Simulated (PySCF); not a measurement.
Level of theory: PySCF, PBE0, basis Cr def2-SVP, F def2-SVP (no relativity, density fitting). Open shells, if any, are unrestricted.

Problem. What spin state, shape and geometry does isolated CrF₄ take (every ligand bound to Cr)?

Solution. Formally Cr is in oxidation state +4, d2, with 2 unpaired electrons (the high-spin count). The Mulliken spin on Cr is 1.86. The polar-tensor charge on Cr, 2.39, is far below the formal one. The lowest minimum found is a triplet of Td symmetry with Cr–F 1.683 Å (×4); F–Cr–F 109.5° (×6). Its harmonic wavenumbers are 213 (t2), 213 (e), 751 (a1), 825 (t2) cm⁻¹ and its dipole moment is 0.00 D.

This need not be the most stable arrangement of these atoms. With open d or f shells other occupations or spin states may lie lower.
